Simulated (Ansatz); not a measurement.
The cluster Be₂Br₂⁺, relaxed as a doublet with UKS PBE-D4/def2-TZVP in Ansatz, starting from the GFN2-xTB geometry. Force threshold 0.02 eV/Å.

Another isomer (doublet) lies 0.68 eV lower at PBE0-D4/def2-TZVP; other spin states weren't run for this one.

Start:

```xyz
4

Be   -0.665   -0.028   -0.801
Be    0.658    0.039    0.807
Br    1.880    0.092    2.301
Br   -1.873   -0.103   -2.307
```

| step | energy (eV) | largest force component (eV/Å) | SCF passes |
| --- | --- | --- | --- |
| 1 | -140865.8024 | 1.481 | 29 |
| 2 | -140866.0128 | 0.411 | 33 |
| 3 | -140866.0434 | 0.072 | 21 |
| 4 (rejected) | -140866.0406 | 0.087 | 21 |
| 5 | -140866.0463 | 0.028 | 22 |
| 6 | -140866.0465 | 0.024 | 21 |
| 7 | -140866.0467 | 0.001 | 21 |

Force components are those of the run's own axes.

End:

Cartesian coordinates in Å:
```
Be -0.806 -0.033 -0.969
Be 0.796 0.050 0.977
Br 2.004 0.095 2.448
Br -1.993 -0.112 -2.456
```

Bonds lost: Be1–Be2 (atoms count from 1).

No frequencies were taken in this run, so the end may be a saddle point.

Run time 27 s (4 threads of Intel Xeon on a shared host).
